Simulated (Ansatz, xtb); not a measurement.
# Two isomers of C4H4BrNS

Structure I: `Nc1ccc(Br)s1`, a singlet. Structure II: `Nc1cscc1Br`, a singlet. Both are isolated molecules in the gas phase, relaxed with PBE0-D3(BJ)/def2-SVP; the shapes shown needn't be the lowest conformers.

I (Å):

```xyz
11

C    -0.0546    0.1753   -1.3311
C     0.7176   -0.3473   -0.3205
C     1.4894   -1.4731   -0.7327
C     1.2986   -1.7868   -2.0466
Br    2.1130   -3.1405   -3.0352
N    -0.9724    1.2042   -1.2786
S     0.1521   -0.7252   -2.8069
H    -1.0432    1.7744   -2.1135
H    -0.9031    1.7722   -0.4424
H     0.7344    0.0649    0.6893
H     2.1716   -2.0222   -0.0835
```

II (Å):

```yaml
atoms:
  - { symbol: C, position_ang: [0.5625, 0.0790, -1.3682] }
  - { symbol: C, position_ang: [0.5913, 0.3675, -0.0211] }
  - { symbol: C, position_ang: [0.1627, -2.0377, -0.4123] }
  - { symbol: C, position_ang: [0.3165, -1.3230, -1.5682] }
  - { symbol: Br, position_ang: [0.2370, -2.0799, -3.2848] }
  - { symbol: N, position_ang: [0.6866, 0.9730, -2.4084] }
  - { symbol: S, position_ang: [0.3150, -1.0237, 0.9568] }
  - { symbol: H, position_ang: [0.9626, 0.5577, -3.2910] }
  - { symbol: H, position_ang: [1.1852, 1.8272, -2.1980] }
  - { symbol: H, position_ang: [0.7455, 1.3403, 0.4421] }
  - { symbol: H, position_ang: [-0.0256, -3.1045, -0.3123] }
```

Energies in hartree; the thermal terms are from GFN2-xTB frequencies at re-optimised GFN2-xTB minima (ideal gas, soft modes damped towards free rotors, one conformer each, 298.15 K, 1 atm) and include the zero-point energy:

|  | I | II |
| --- | --- | --- |
| E, CCSD(T)/def2-SVP | −3178.690606 | −3178.697378 |
| E, MP2/def2-SVP | −3178.616270 | −3178.623854 |
| E, MP2/def2-TZVPP | −3179.548116 | −3179.557746 |
| zero-point energy | 0.070882 | 0.071025 |
| H(298 K) − E | 0.079087 | 0.079062 |
| G(298 K) − E | 0.038168 | 0.038553 |

Question: Correct the CCSD(T) difference for the basis set by the MP2 change, then work out ΔE, ΔE₀, ΔH and ΔG for I → II in kcal/mol (1 Eh = 627.51 kcal/mol) and the equilibrium ratio [II]/[I].

Answer: 1. Differences II − I: CCSD(T) −0.006772, MP2 in the small set −0.007584, MP2 in the large set −0.009630 Eh.
2. ΔE = −0.006772 + (−0.009630 − (−0.007584)) = −0.008818 Eh = −5.53 kcal/mol.
3. ΔE₀ = ΔE + ΔZPE = −0.008818 + (+0.000143) Eh = −5.44 kcal/mol.
4. ΔH = ΔE + (−0.000025) Eh = −5.55 kcal/mol.
5. ΔG = ΔE + (+0.000385) Eh = −5.29 kcal/mol, so ΔS = (ΔH − ΔG)/T = −3.6 J/(mol K).
6. kT = 0.9442 mEh, so K = [II]/[I] = exp(−ΔG/kT) = exp(+8.93) ≈ 7.6 × 10^3.

Structure II is favoured at this temperature. An error of 1 kcal/mol in ΔG would change K by a factor of 5.4. HF/STO-3G found them nearly level. Mirror images and further conformers aren't counted.

As drawn, both hold the same kinds of bond in the same numbers.

Other levels gave ΔE = −3.5 (GFN2-xTB); −0.1 (HF/STO-3G, GFN2-xTB geometries); −4.7 (r2SCAN-D4/def2-SVP, GFN2-xTB geometries); −4.6 (PBE0-D3(BJ)/def2-SVP); −3.4 (HF/def2-SVP); −4.8 (MP2/def2-SVP); −4.2 (CCSD(T)/def2-SVP) kcal/mol. The correlated steps freeze 19 core orbitals; the filled d shell of Br is correlated, in a basis made for valence electrons. Programs: Ansatz 0.2.0, xtb 6.7.1.
